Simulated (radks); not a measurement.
All-electron atom: Tm41+ in [Ar] 3d10. Method: Dirac Kohn-Sham, BLYP, spin-unpolarised, spherical densities, finite nucleus; Fermi nuclear charge, rms radius 5.2256 fm; computed with a radial shooting solver on a logarithmic mesh with Libxc functionals.

Normalised radial functions P(r) = r R(r) (large component), r in bohr:

r,3p1/2,3d5/2
0.001952,0.0518,0.0001
0.002709,0.0776,0.0003
0.003761,0.1180,0.0008
0.005221,0.1815,0.0021
0.007247,0.2800,0.0052
0.01006,0.4287,0.0129
0.01397,0.6412,0.0312
0.01939,0.9169,0.0730
0.02713,1.2212,0.1669
0.03766,1.4164,0.3520
0.05228,1.2916,0.6851
0.07258,0.6114,1.1972
0.1007,-0.6284,1.8138
0.1399,-1.9205,2.2771
0.1942,-2.4173,2.2323
0.2695,-1.7898,1.5766
0.3741,-0.7524,0.7144
0.5194,-0.1546,0.1753
0.721,-0.0124,0.0187

3p1/2: eigenvalue -3836.8 eV, 1 radial node at r = 0.0865 bohr, <r> = 0.206 bohr, 90 % of the charge inside 0.308 bohr. 3d5/2: eigenvalue -3240.6 eV, 0 radial nodes, <r> = 0.195 bohr, 90 % of the charge inside 0.301 bohr.
